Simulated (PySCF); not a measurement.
C2H9FOSi2, SMILES [Si@H](F)(O)[C@H](C)[SiH3]. Coordinates come from a B3LYP-D3(BJ)/def2-SVP optimisation. The structure was generated by enumeration; whether it is a known compound was not checked. One conformer was computed; it need not be the lowest.

**Question.** Give the equilibrium geometry at B3LYP-D3(BJ)/def2-SVP (PySCF confirms it by a frequency run) as bond lengths and angles. (An estimate is asked for; the answer gives what the named calculation found.)

**Answer.** This is not unique; one that fits is 
Atoms: C1 C2 Si3 Si4 O5 F6 H7 H8 H9 H10 H11 H12 H13 H14 H15. Bond lengths (Å): C1–C2 1.546, C1–H7 1.102, C1–H8 1.102, C1–H9 1.103, C2–Si3 1.898, C2–Si4 1.860, C2–H10 1.106, Si3–H11 1.493, Si3–H12 1.494, Si3–H13 1.489, Si4–O5 1.657, Si4–F6 1.634, Si4–H14 1.486, O5–H15 0.964. Bond angles (°): C2–C1–H7 111.6, C2–C1–H8 111.6, C2–C1–H9 111.5, H7–C1–H8 107.4, H7–C1–H9 107.2, H8–C1–H9 107.4, C1–C2–Si3 112.6, C1–C2–Si4 111.0, C1–C2–H10 109.4, Si3–C2–Si4 112.3, Si3–C2–H10 105.9, Si4–C2–H10 105.2, C2–Si3–H11 110.1, C2–Si3–H12 109.0, C2–Si3–H13 111.2, H11–Si3–H12 108.2, H11–Si3–H13 109.1, H12–Si3–H13 109.1, C2–Si4–O5 107.9, C2–Si4–F6 109.3, C2–Si4–H14 113.3, O5–Si4–F6 109.2, O5–Si4–H14 111.4, F6–Si4–H14 105.7, Si4–O5–H15 118.3.
